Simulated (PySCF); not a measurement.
## Working out the excitation energy of S

S [Ne] 3s2 3p4 (3P) → S [Ne] 3s1 3p4 4s1 (5P). All numbers are calculated (PySCF 2.14, the spin-free X2C one-electron Hamiltonian (Gaussian nucleus), in aug-cc-pVTZ-DK). Frozen: [Ne]. Energies in hartree (1 hartree = 27.21139 eV):

```tsv
part	S (lower)	S (upper)
UHF	-398.590772	-397.981404
MP2 opposite-spin	-0.091027	-0.074886
MP2 same-spin	-0.027480	-0.032710
```

Q: What does Hartree-Fock give?

A: (-397.981404) − (-398.590772) = 0.609368 hartree = 16.582 eV.

Q: What do MP2 and SCS-MP2 (6/5 opposite-spin, 1/3 same-spin) give?

A: The opposite-spin parts differ by 0.439 eV and the same-spin parts by -0.142 eV. MP2: 16.582 + (0.439) + (-0.142) = 16.879 eV. SCS-MP2: 16.582 + 1.2 × (0.439) + (-0.142)/3 = 17.061 eV.

The upper state lies above the first ionisation limit, where it may autoionise and the basis confines it. A Rydberg-like electron needs more diffuse functions than a valence basis has.
